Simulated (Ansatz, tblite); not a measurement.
Cost and result up the ladder for (Cl2Ga-mu-SH)3 (Ga3H3S3Cl6) (15 atoms). The state is a singlet with charge 0. Geometry: PBE-D4/def2-SVP.

```xyz
15

Ga   -1.383   -1.626   -0.364
Cl   -1.958   -3.705   -0.155
Cl   -2.693   -0.303   -1.443
S    -0.842   -0.885    1.840
Ga   -0.298    1.443    1.761
Cl    0.146    1.924    3.828
Cl   -1.744    2.602    0.668
S     1.779    1.556    0.606
Ga    1.579    0.590   -1.560
Cl    3.605    0.353   -2.292
Cl    0.150    1.741   -2.684
S     0.861   -1.660   -1.178
H    -2.134   -0.671    2.225
H     2.409    0.518    1.229
H     0.523   -1.877   -2.482
```

Ansatz on 2 threads of AMD EPYC 7R13 on a shared host and a share (18 GiB) of an NVIDIA H100 80GB HBM3; xTB runs through tblite on one thread. Times are rough, summed over both states, and most runs start from the orbitals of an earlier one. PBE0-D4/def2-TZVP serves as the yardstick here, not as an exact answer. The other state is a triplet.

The xTB rows come from tblite. Single mean-field runs in def2-TZVP are fitted with def2-universal-jkfit. HOMO above LUMO, or a gap near zero within one spin, warns that the state may not be the lowest or that an electron is smeared out.

Run but left out: PBE-D4/def2-TZVP (triplet: an occupied level 0.01 eV above an empty one).

xTB has no spin-polarisation term.

```csv
level,functions,wall time
GFN1-xTB,114,0.12 s
GFN2-xTB,111,0.18 s
r2SCAN-D4/def2-TZVP (with forces),495,23 s
PBE0-D4/def2-TZVP,495,30 s
```

**Question.** Estimate what each level gives for the vertical triplet (eV).

**Answer.** 
| level | vertical triplet (eV) | difference from PBE0-D4/def2-TZVP (eV) | remarks |
| --- | --- | --- | --- |
| GFN1-xTB | 4.99 | -0.64 | – |
| GFN2-xTB | 4.43 | -1.20 | – |
| r2SCAN-D4/def2-TZVP (with forces) | 5.14 | -0.48 | gap within one spin near zero (triplet) |
| PBE0-D4/def2-TZVP | 5.62 | 0.00 | – |
